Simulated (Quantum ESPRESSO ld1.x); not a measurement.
Question: The tantalum ion Ta2+, configuration [Xe] 4f14 5d2 6d1 (not the ground configuration). Method: Dirac Kohn-Sham, PW91, spin-unpolarised, spherical densities, point nucleus; open shells fill j = l - 1/2 first; computed with ld1.x of Quantum ESPRESSO 7.5.

Spin-orbit splittings of the eigenvalues, e(l+1/2) - e(l-1/2), with zeta = 2 splitting/(2l+1) and mean radii in bohr:

| shell | occ. | splitting (eV) | zeta (eV) | <r> j=l-1/2 | <r> j=l+1/2 |
|---|---|---|---|---|---|
| 2p | 6 | 1271 | 847.1 | 0.06487 | 0.07271 |
| 3p | 6 | 273.6 | 182.4 | 0.1942 | 0.2088 |
| 3d | 10 | 59.58 | 23.83 | 0.1829 | 0.1874 |
| 4p | 6 | 63.01 | 42.00 | 0.4644 | 0.4975 |
| 4d | 10 | 11.57 | 4.629 | 0.5165 | 0.5279 |
| 4f | 14 | 1.986 | 0.5673 | 0.6323 | 0.6429 |
| 5p | 6 | 8.906 | 5.937 | 1.211 | 1.311 |
| 5d | 2 | ? | ? | 1.840 | 1.889 |
| 6d | 1 | 0.1150 | 0.04602 | 5.149 | 5.214 |

Estimate the 5d splitting.

Answer: 0.8013 eV (zeta = 0.3205 eV).
